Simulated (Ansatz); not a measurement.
**Nudged elastic band run: AlF₃H₃P**

input.yaml

```yaml
crystal:
  periodic: [false, false, false]
  atoms:
    - { symbol: Al, position_ang: [0.058334, -0.204386, 0.133682] }
    - { symbol: F, position_ang: [-0.133872, 0.505722, 1.61958] }
    - { symbol: F, position_ang: [1.553117, -0.152791, -0.581376] }
    - { symbol: F, position_ang: [-1.278193, -0.405432, -0.82638] }
    - { symbol: P, position_ang: [0.220641, -2.917983, 1.063133] }
    - { symbol: H, position_ang: [-0.801474, -2.494933, 0.154921] }
    - { symbol: H, position_ang: [1.291918, -2.310796, 0.333926] }
    - { symbol: H, position_ang: [0.047029, -1.819, 1.964114] }
basis:
  gaussian: { orbitals: def2-SVP }
hamiltonian:
  xc: pbe0
neb:
  order_check: false
  images: 7
  f_tol: 0.05
  max_iterations: 60
  final_atoms:
    - { symbol: Al, position_ang: [0.1006668, -0.50348547, -0.06857981] }
    - { symbol: F, position_ang: [-0.11288327, 0.14437666, 1.82777849] }
    - { symbol: F, position_ang: [1.50894008, 0.27211665, -0.48898304] }
    - { symbol: F, position_ang: [-1.33358737, 0.02528388, -0.7202671] }
    - { symbol: P, position_ang: [0.20909404, -2.65036472, 0.85218608] }
    - { symbol: H, position_ang: [-0.73037091, -3.29045348, -0.00122043] }
    - { symbol: H, position_ang: [1.39544493, -3.0929192, 0.20609491] }
    - { symbol: H, position_ang: [-0.0798043, -0.70415333, 2.25459088] }
  initial_path:
    images:
      - { positions_ang: [[0.058334, -0.204386, 0.133682], [-0.133872, 0.505722, 1.61958], [1.553117, -0.152791, -0.581376], [-1.278193, -0.405432, -0.82638], [0.220641, -2.917983, 1.063133], [-0.801474, -2.494933, 0.154921], [1.291918, -2.310796, 0.333926], [0.047029, -1.819, 1.964114]] }
      - { positions_ang: [[0.04538731, -0.15496099, 0.09572189], [-0.10219514, 0.38487733, 1.72008223], [1.53375988, -0.12022131, -0.64932246], [-1.32145344, -0.3078011, -0.83802143], [0.19105268, -2.79877074, 1.00503287], [-0.76670139, -2.68954463, 0.10894804], [1.33160958, -2.45465683, 0.46117727], [0.04604053, -1.65852074, 1.95798158]] }
      - { positions_ang: [[0.03244062, -0.10553597, 0.05776179], [-0.07051829, 0.26403266, 1.82058447], [1.51440275, -0.08765162, -0.71726892], [-1.36471388, -0.2101702, -0.84966286], [0.16146436, -2.67955847, 0.94693274], [-0.73192877, -2.88415625, 0.06297509], [1.37130115, -2.59851766, 0.58842853], [0.04505206, -1.49804149, 1.95184917]] }
      - { positions_ang: [[0.01949392, -0.05611096, 0.01980168], [-0.03884143, 0.14318798, 1.9210867], [1.49504563, -0.05508193, -0.78521537], [-1.40797432, -0.11253929, -0.86130429], [0.13187604, -2.56034621, 0.88883261], [-0.69715616, -3.07876788, 0.01700213], [1.41099273, -2.74237848, 0.7156798], [0.04406358, -1.33756223, 1.94571675]] }
      - { positions_ang: [[0.00654723, -0.00668594, -0.01815843], [-0.00716458, 0.02234331, 2.02158893], [1.47568851, -0.02251224, -0.85316183], [-1.45123475, -0.01490839, -0.87294572], [0.10228772, -2.44113395, 0.83073248], [-0.66238354, -3.2733795, -0.02897083], [1.45068431, -2.88623931, 0.84293107], [0.04307511, -1.17708298, 1.93958433]] }
      - { positions_ang: [[0.03007712, -0.13088582, -0.03076377], [-0.03359425, 0.05285165, 1.97313632], [1.4840014, 0.05114498, -0.76211713], [-1.42182291, -0.00486032, -0.83477607], [0.1289893, -2.49344164, 0.83609588], [-0.67938039, -3.277648, -0.02203323], [1.43687446, -2.93790928, 0.68372203], [0.01235526, -1.05885056, 2.01833597]] }
      - { positions_ang: [[0.05360702, -0.25508571, -0.04336912], [-0.06002392, 0.08335999, 1.92468371], [1.49231429, 0.1248022, -0.67107244], [-1.39241106, 0.00518774, -0.79660641], [0.15569088, -2.54574933, 0.84145928], [-0.69637723, -3.28191649, -0.01509563], [1.42306462, -2.98957926, 0.52451299], [-0.0183646, -0.94061815, 2.09708761]] }
      - { positions_ang: [[0.07713691, -0.37928559, -0.05597446], [-0.0864536, 0.11386833, 1.8762311], [1.50062719, 0.19845943, -0.58002774], [-1.36299921, 0.01523581, -0.75843675], [0.18239246, -2.59805703, 0.84682268], [-0.71337407, -3.28618498, -0.00815803], [1.40925478, -3.04124923, 0.36530395], [-0.04908445, -0.82238574, 2.17583924]] }
      - { positions_ang: [[0.1006668, -0.50348547, -0.06857981], [-0.11288327, 0.14437666, 1.82777849], [1.50894008, 0.27211665, -0.48898304], [-1.33358737, 0.02528388, -0.7202671], [0.20909404, -2.65036472, 0.85218608], [-0.73037091, -3.29045348, -0.00122043], [1.39544493, -3.0929192, 0.20609491], [-0.0798043, -0.70415333, 2.25459088]] }
```

Command:

```bash
$ ansatz run input.yaml --threads 2 --pin off --max-ram 3072MiB --backend cpu --events-out ev --progress --plain --runs-dir out
```

Output, in part (warnings, iteration lines, the closing report on the highest movable image, with atoms numbered from 0):

```
NEB end point (image 0): max|allowed force component| = 1.611e-2 eV/Å (the criterion of neb.relax_end_points is 1.000e-2)
NEB end point (image 8): max|allowed force component| = 7.573e-3 eV/Å (the criterion of neb.relax_end_points is 1.000e-2)
NEB iter   1: max|band force component| = 6.503e0 eV/Å  barrier→ = 2.2103 eV  barrier← = 1.4322 eV  Δτ_max = 0.2000 Å  (225 SCF iters)
NEB iter   2: max|band force component| = 3.183e0 eV/Å  barrier→ = 1.3577 eV  barrier← = 0.5796 eV  Δτ_max = 0.2000 Å  (221 SCF iters)
NEB iter   3: max|band force component| = 2.245e0 eV/Å  barrier→ = 1.1209 eV  barrier← = 0.3428 eV  Δτ_max = 0.1991 Å  (202 SCF iters)
NEB iter   4: max|band force component| = 1.335e0 eV/Å  barrier→ = 1.0885 eV  barrier← = 0.3104 eV  Δτ_max = 0.0872 Å  (192 SCF iters)
NEB iter   5: max|band force component| = 4.406e-1 eV/Å  barrier→ = 1.0320 eV  barrier← = 0.2539 eV  CI = image 5  Δτ_max = 0.0560 Å  (195 SCF iters)
NEB iter   6: max|band force component| = 1.492e-1 eV/Å  barrier→ = 1.0263 eV  barrier← = 0.2482 eV  CI = image 5  Δτ_max = 0.0295 Å  (195 SCF iters)
NEB iter   7: max|band force component| = 1.387e-1 eV/Å  barrier→ = 1.0250 eV  barrier← = 0.2469 eV  CI = image 5  Δτ_max = 0.0284 Å  (194 SCF iters)
NEB iter   8: max|band force component| = 4.174e-2 eV/Å  barrier→ = 1.0245 eV  barrier← = 0.2464 eV  CI = image 5  Δτ_max = 0.0000 Å  (370 SCF iters)
Total energy: -24063.87429139 eV, -884.3310691288 hartree
Atom 0 at     0.085968    -0.426539     0.030699 Å, force    -0.036886    -0.009610    -0.010121 eV/Å
Atom 1 at    -0.128997     0.073754     1.783867 Å, force     0.022191     0.020029     0.023753 eV/Å
Atom 2 at     1.529588     0.129661    -0.562449 Å, force     0.007820    -0.002321     0.014090 eV/Å
Atom 3 at    -1.320557    -0.140773    -0.797957 Å, force     0.005760    -0.010578    -0.009250 eV/Å
Atom 4 at     0.202177    -2.653942     1.108389 Å, force     0.000144     0.032463     0.011610 eV/Å
Atom 5 at    -0.769813    -2.962004     0.118088 Å, force    -0.007593    -0.006326    -0.009858 eV/Å
Atom 6 at     1.381520    -2.757916     0.321906 Å, force     0.010525    -0.004442    -0.008373 eV/Å
Atom 7 at    -0.022385    -1.061838     1.859056 Å, force    -0.001960    -0.019216    -0.011850 eV/Å
Dipole moment:     0.027692    -0.430037     0.243685 e Å
```

The run converged. A vibrational analysis at the climbing image gives one clearly imaginary mode, 777i cm⁻¹: a first-order saddle point. The orbitals stay closed-shell, which can raise the energy where a bond breaks towards radicals; this wasn't checked here.

Final band (atoms are numbered from 1 in the order of the input):

```tsv
image	path coordinate (Å)	energy (kcal/mol)	P5–H8 (Å)	F2–H8 (Å)
0	0.00	0.0	1.43	2.36
1	0.30	0.2	1.44	2.25
2	0.59	1.4	1.44	2.04
3	0.89	6.3	1.47	1.74
4	1.18	17.1	1.57	1.44
5	1.48	23.6	1.77	1.14
6	1.76	21.3	1.97	1.01
7	2.04	18.7	2.16	0.97
8	2.32	17.9	2.42	0.95
```

Time of the run: 2 min on 2 threads of Arm Neoverse V2, with other jobs on the host, peak memory 0.19 GiB.
